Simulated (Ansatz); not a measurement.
Ligand-field states of CrCl₂ at its PBE-D4/def2-TZVP geometry (relaxed as a quintet).

```tsv
atom	x (Å)	y (Å)	z (Å)
Cr1	0.000	0.000	0.000
Cl2	0.876	1.384	-1.429
Cl3	-0.876	-1.384	1.429
```

CASSCF(4,5) on the Cr 3d shell in def2-TZVP, averaged with equal weights over 5 quintets and 12 triplets and 6 singlets, then SC-NEVPT2; Ansatz, no spin–orbit coupling. The space holds no ligand orbitals and no second d shell, so covalent complexes are described poorly.

Estimate the states' energies above the lowest.


```
     state  CASSCF (cm⁻¹)  NEVPT2 (cm⁻¹)
 quintet 1              0              0
 quintet 2           2243            618
 quintet 3           2254            625
 quintet 4           7724           6420
 quintet 5           7725           6420
 triplet 1          20012          17871
 triplet 2          20012          17871
 triplet 3          20070          18441
 triplet 4          20070          18441
 triplet 5          20635          18106
 triplet 6          20635          18106
 triplet 7          20977          18121
 triplet 8          20977          18121
 triplet 9          21769          18540
triplet 10          21786          18535
triplet 11          22005          18748
triplet 12          22211          18632
 singlet 1          27837          26043
 singlet 2          27837          26043
 singlet 3          29039          26026
 singlet 4          29039          26026
 singlet 5          29931          25391
 singlet 6          30216          25888
```
The lowest NEVPT2 state is a quintet. Hardware: 2 threads of Intel Xeon 6975P-C on a shared host. Wall time 16 s.
